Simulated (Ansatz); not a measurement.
Consider the substitution at a C–Si bond: `[SiH3][C]1=[CH][GeH2]1` + CH₃OH → `CO[C]1=[CH][GeH2]1` + SiH₄.

Gas-phase electronic energies from Ansatz, PBE0-D4/def2-TZVP geometries. CBS: MP2 limit from def2 TZ/QZ plus the TZ coupled-cluster correction, frozen cores. This one scheme is used for every species. For Ge outer-core shells are correlated without core-valence functions, which leaves a few kJ/mol of doubt a bond. Scalar relativity is left out up to krypton. One conformer a species, not always the lowest.

```json
{"species": "`[SiH3][C]1=[CH][GeH2]1`", "CCSD/def2-TZVPP energy (Eh)": "-2444.20981"}
{"species": "CH₃OH", "CCSD/def2-TZVPP energy (Eh)": "-115.54074"}
{"species": "`CO[C]1=[CH][GeH2]1`", "CCSD/def2-TZVPP energy (Eh)": "-2268.29507"}
{"species": "SiH₄", "CCSD/def2-TZVPP energy (Eh)": "-291.43180"}
```

Work out ΔE.

ΔE = (-2268.29507) + (-291.43180) − (-2444.20981) − (-115.54074) = 0.02368 Eh = +0.64 eV. CCSD(T)/CBS gives +0.70 eV.

Largest T1 diagnostic among the species: 0.013.

From PBE to PBE0 (25 % exact exchange), in def2-TZVPP and without D4, ΔE moves by +0.07 eV.
